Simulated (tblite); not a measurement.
Input of a run (GFN2-xTB geometry optimisation, gas phase (tblite 0.8.0)), started from a force field or distance geometry:
```
{"job": {"kind": "relax", "xc": "GFN2-xTB", "basis": "xTB"}, "charge": 0, "multiplicity": 1}
C     -2.235000    -1.507900    -0.612100
C     -1.347100    -0.360100    -0.219500
C     -1.881200     0.862100     0.131600
C     -1.001100     1.889300     0.484600
C      0.366600     1.666900     0.523300
C      0.918900     0.428700     0.173000
C      2.360800     0.286200     0.221000
F      3.087900     1.402300     0.583400
C      3.059800    -0.798800    -0.028600
F      4.422100    -0.725200     0.080200
F      2.562200    -1.997400    -0.394400
C      0.031000    -0.557700    -0.177900
H     -2.966000    -1.231500    -1.373100
H     -2.801400    -1.866900     0.292500
H     -1.616700    -2.347000    -0.944200
H     -2.961100     1.022700     0.119500
H     -1.361800     2.877500     0.774200
H      0.978500     2.504000     0.809700
H      0.373800    -1.538000    -0.450700
```

Output (eV, eV/Å):
```
step      E/eV     max force
  0   -1006.69425    1.907
  1   -1006.80795    1.723
  2   -1006.86135    0.646
  3   -1006.89293    0.533
  4   -1006.90906    0.274
  5   -1006.91506    0.220
  6   -1006.92010    0.236
  7   -1006.92384    0.236
  8   -1006.92569    0.093
  9   -1006.92653    0.068
 10   -1006.92727    0.094
 11   -1006.92808    0.113
 12   -1006.92870    0.075
 13   -1006.92916    0.058
 14   -1006.92965    0.065
 15   -1006.93015    0.082
 16   -1006.93049    0.054
 17   -1006.93066    0.030
 18   -1006.93078    0.029
 19   -1006.93089    0.034
 20   -1006.93098    0.025
 21   -1006.93103    0.015
 22   -1006.93106    0.013
 23   -1006.93109    0.019
 24   -1006.93112    0.016
 25   -1006.93114    0.011
 26   -1006.93116    0.011
 27   -1006.93118    0.015
 28   -1006.93120    0.017
 29   -1006.93122    0.010
 30   -1006.93124    0.009
```

Problem. Summarise the run.

Solution. The energy falls by 0.237 eV over 30 L-BFGS steps, the largest force on an atom goes from 1.91 to 0.009 eV/Å, and the atoms move by 0.049 Å rms after alignment. The bond that changes most is C9–F10 (=CF2 carbon to vinyl fluorine), which shortens by 0.041 Å. Bonds longer at the end by more than 0.005 Å: 4 of 19; shorter: 10. Among the angles that change most is C7–C9–F10, from 118.0° to 124.1°. The energy never rose by more than 1e-5 eV on the way. The first step brought 48 % of the lowering.

Problem. What are the final bond lengths?

Solution. C1–C2 1.497 Å, C2–C3 1.392 Å, C3–C4 1.382 Å, C4–C5 1.382 Å, C5–C6 1.396 Å, C6–C7 1.458 Å, C7–F8 1.353 Å, C7=C9 1.336 Å, C9–F10 1.327 Å, C9–F11 1.328 Å, C6–C12 1.396 Å, C2–C12 1.385 Å, C1–H13 1.088 Å, C1–H14 1.090 Å, C1–H15 1.086 Å, C3–H16 1.080 Å, C4–H17 1.079 Å, C5–H18 1.079 Å, C12–H19 1.077 Å. Numbering counts from 1 in the input's order; the species is `FC(=C(F)F)c1cccc(c1)C`.

Hardware: an Arm Neoverse V2 with one thread (shared host).

Its lowest GFN2-xTB frequency is 2 cm⁻¹, too small to tell a flat minimum from a shallow saddle. The numbers are those of one conformer.

Conformer computed: `[CH3:1][c:2]1[cH:3][cH:4][cH:5][c:6]([C:7]([F:8])=[C:9]([F:10])[F:11])[cH:12]1`: C5–C6–C7–F8 -1°.
